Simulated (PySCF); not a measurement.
**Computed data sheet: `O=COc1cnoc1`**

Species: C₄H₃NO₃.
Bonds: O1–C2 (double), C2–O3, O3–C4, C4–C5 (aromatic), C5–N6 (aromatic), N6–O7 (aromatic), O7–C8 (aromatic), C4–C8 (aromatic). Hydrogens: H9 on C2; H10 on C5; H11 on C8.

Among its groups: ester, pyridine-type ring nitrogen and aromatic ring with oxygen.

From GFN2-xTB geometry:

```
Point group of the GFN2-xTB geometry                  : Cs
Rotational constants A, B, C of the GFN2-xTB geometry : 6.115, 1.533, 1.226 GHz
```

**PBE0/pcSseg-1 ground state and GIAO shieldings, non-relativistic (PySCF)**

```
Dipole moment                                               : 2.89 D
HOMO energy                                                 : -7.81 eV
LUMO energy                                                 : -0.94 eV
HOMO–LUMO gap                                               : 6.87 eV
Lowest Hirshfeld atomic charge                              : -0.22 e on O1
Highest Hirshfeld atomic charge                             : +0.19 e on C2
13C chemical shifts (computed TMS as zero) by class         : 161.3 (C2), 156.3 (C8), 145.6 (C5), 142.6 (C4) ppm
1H chemical shifts (computed TMS as zero) by class          : 9.71 (H11), 8.38 (H10), 8.26 (H9) ppm
Isotropic shieldings of nuclei other than C and H, by class : -146 (N6), -122 (O1), -52 (O7), 117 (O3) ppm
Mayer bond orders between heavy atoms                       : O1–C2 1.97, C2–O3 1.09, O3–C4 0.91, C4–C5 1.24, C5–N6 1.64, N6–O7 1.02, O7–C8 1.08, C8–C4 1.52
```

Monoisotopic mass from the formula: 113.0113 u.

The rotational constants make it an asymmetric top with κ = (2B − A − C)/(A − C) = -0.87, nearer the prolate limit (−1). With B = h/(8π²I), that is 505.379 GHz u Å² over I, the principal moments of inertia are 82.6, 329.7 and 412.3 u Å² (most abundant isotopes). A dipole of 2.89 D is allowed in Cs, and pure rotational transitions are dipole-allowed. The dipole matches unit charges of opposite sign 0.60 Å apart (1 e·Å = 4.8032 D).

One conformer (not necessarily the lowest) at the GFN2-xTB geometry, without solvent, vibrations or thermal averaging.

Shape of the structure used: `[O:1]=[CH:2][O:3][c:4]1[cH:5][n:6][o:7][cH:8]1`: O1–C2–O3–C4 0°, C2–O3–C4–C5 180°.
